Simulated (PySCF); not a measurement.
H$_{2}$Zn (SMILES [ZnH2]), singlet, geometry from GFN2-xTB (such geometries of metal compounds can be far from the true shape), with bond 3-1 at 2.0 times its length; B3LYP/def2-SV(P) (PySCF).

Input for PySCF:
```python
from pyscf import gto, scf, dft

mol = gto.Mole()
mol.atom = '''
    Zn    0.000000    0.000000    0.000000
    H    -0.000000   -0.000000   -1.499257
    H     0.000000    0.000000    2.998514
'''
mol.basis = 'def2-sv(p)'
mol.charge = 0
mol.spin = 0
mol.verbose = 4
mol.build()

mf = dft.RKS(mol)
mf.xc = 'b3lyp'
mf.conv_tol = 1e-6
mf.kernel()
mf.analyze()
```

It wrote (shortened):

```
PySCF version 2.14.0

[INPUT] verbose = 4
[INPUT] num. atoms = 3
[INPUT] num. electrons = 32
[INPUT] charge = 0
[INPUT] spin (= nelec alpha-beta = 2S) = 0
[INPUT] symmetry False subgroup None
[INPUT] Mole.unit = angstrom
[INPUT] Symbol           X                Y                Z      unit          X                Y                Z       unit  Magmom
[...]
nuclear repulsion = 16.0008370112929
number of shells = 14
number of NR pGTOs = 74
number of NR cGTOs = 28
basis = def2-sv(p)
ecp = {}

******** <class 'pyscf.dft.rks.RKS'> ********
method = RKS
initial guess = minao
damping factor = 0
level_shift factor = 0
DIIS = <class 'pyscf.scf.diis.CDIIS'>
diis_start_cycle = 1
diis_space = 8
diis_damp = 0
SCF conv_tol = 1e-06
SCF conv_tol_grad = None
SCF max_cycles = 50
direct_scf = True
direct_scf_tol = 1e-13
XC library pyscf.dft.libxc version 7.1.2
    S. Lehtola, C. Steigemann, M. J. T. Oliveira, and M. A. L. Marques,  SoftwareX 7, 1–5 (2018)
XC functionals = b3lyp
    P. J. Stephens, F. J. Devlin, C. F. Chabalowski, and M. J. Frisch,  J. Phys. Chem. 98, 11623 (1994)
radial grids:
    Treutler-Ahlrichs [JCP 102, 346 (1995); DOI:10.1063/1.469408] (M4) radial grids

becke partition: Becke, JCP 88, 2547 (1988); DOI:10.1063/1.454033
pruning grids: <function nwchem_prune>
grids dens level: 3
symmetrized grids: False
atomic radii adjust function: <function treutler_atomic_radii_adjust>
small_rho_cutoff = 0
Set gradient conv threshold to 0.001
Initial guess from minao.
tot grids = 40256
init E= -1779.76481676445
[...]
cycle= 1 E= -1780.16860089932  delta_E= -0.404  |g|= 0.382  |ddm|= 1.62
[...]
cycle= 2 E= -1779.9073358751  delta_E= 0.261  |g|= 0.677  |ddm|= 2.41
[...]
cycle= 3 E= -1780.22936735951  delta_E= -0.322  |g|= 0.092  |ddm|= 2.02
[...]
cycle= 4 E= -1780.23444248291  delta_E= -0.00508  |g|= 0.0498  |ddm|= 0.312
[...]
cycle= 5 E= -1780.23514302128  delta_E= -0.000701  |g|= 0.0328  |ddm|= 0.187
[...]
cycle= 6 E= -1780.23612401842  delta_E= -0.000981  |g|= 0.00465  |ddm|= 0.0744
[...]
cycle= 7 E= -1780.23614325362  delta_E= -1.92e-05  |g|= 0.000542  |ddm|= 0.0102
[...]
cycle= 8 E= -1780.23614349256  delta_E= -2.39e-07  |g|= 0.000103  |ddm|= 0.00109
[...]
Extra cycle  E= -1780.23614342584  delta_E= 6.67e-08  |g|= 0.000305  |ddm|= 0.000996
converged SCF energy = -1780.23614342584
**** SCF Summaries ****
Total Energy =                       -1780.236143425836644
Nuclear Repulsion Energy =              16.000837011292926
One-electron Energy =                -2513.419245759505884
Two-electron Energy =                  717.182265322376111
Two-electron Coulomb Energy =          788.971021040760547
DFT Exchange-Correlation Energy =      -71.788755718384451
HOMO-LUMO gap [eV] =                     3.061398916185187
**** MO energy ****
[...]
 ** Mulliken pop on meta-lowdin orthogonal AOs  **
 ** Mulliken pop  **
[...]
 ** Mulliken atomic charges  **
charge of    0Zn =      0.71292
charge of    1H =     -0.38929
charge of    2H =     -0.32364
Dipole moment(X, Y, Z, Debye): -0.00000, -0.00000, -3.03514
```
